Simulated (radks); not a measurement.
Question: Cu IX, 21 electrons, occupied as [Ar] 3d3. Method: scalar-relativistic Kohn-Sham, BLYP, spin-polarised, spherical densities, finite nucleus; open shells are filled with parallel spins first; Fermi nuclear charge, rms radius 3.8823 fm; computed with a radial shooting solver on a logarithmic mesh with Libxc functionals. Some entries of the table are withheld. Estimate them.

orbital,occ.,eigenvalue (hartree),r(max) (bohr),<r^2> (bohr^2)
1s up,1,-332.6292,0.03411,0.003657
1s down,1,-332.6291,0.03411,0.003657
2s up,1,-46.54966,0.1967,0.06522
2s down,1,-46.44075,0.1966,0.06501
2p up,3,-41.19004,0.1583,0.05225
2p down,3,-41.10776,0.1582,0.05203
3s up,1,-10.95018,0.5945,0.5043
3s down,1,-10.75598,0.5957,0.5087
3p up,3,-9.32672,0.5917,0.5270
3p down,3,-9.13444,0.5934,0.5334
3d up,3,(1),0.5269,0.5338
3d down,0,(2),0.5306,0.5475
4s up,0,-4.26460,1.439,2.568
4s down,0,-4.21299,1.457,2.626
4p up,0,-3.75897,1.524,2.886
4p down,0,-3.71463,1.546,2.956

Answer: 
(1) 3d up eigenvalue (hartree): -6.73414
(2) 3d down eigenvalue (hartree): -6.53332
